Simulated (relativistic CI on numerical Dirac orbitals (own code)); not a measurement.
The numbers below are computed, except where a source is named.
Quantum defects of the np series of Cr VI

Problem. The np 2P° levels with J = 1/2 of Cr VI lie at 4p: 296573.2, 5p: 487589.5 cm⁻¹ (Sugar and Corliss, J. Phys. Chem. Ref. Data 6, 317 (1977)), and the ionisation limit at 731019.8 cm⁻¹ (NIST ASD). Find the quantum defects and predict 6p.

Working.
1. The outer electron sees the charge z = 6; R = 109736.16 cm⁻¹ for this mass. The binding energy T = limit − E defines n* = z√(R/T).
2. Values: 4p: T = 434446.6, n* = 3.0155, δ = n − n* = 0.9845; 5p: T = 243430.3, n* = 4.0285, δ = n − n* = 0.9715.
3. With δ held at 0.9715: E(6p) = limit − Rz²/(6 − δ)² = 574783.2 cm⁻¹.
4. The Ritz form δ = δ₀ + a/n*² through the last two members has a = 0.2682 and δ₀ = 0.9550, so with n* ≈ 6 − 0.9715, δ(6) = 0.9656 and E = 575150.4 cm⁻¹.

Check. The measured level is 574135.0 cm⁻¹ (δ = 0.9819), so the two predictions miss by 648.2 and 1015.4 cm⁻¹. The defect is large because this electron penetrates the core.
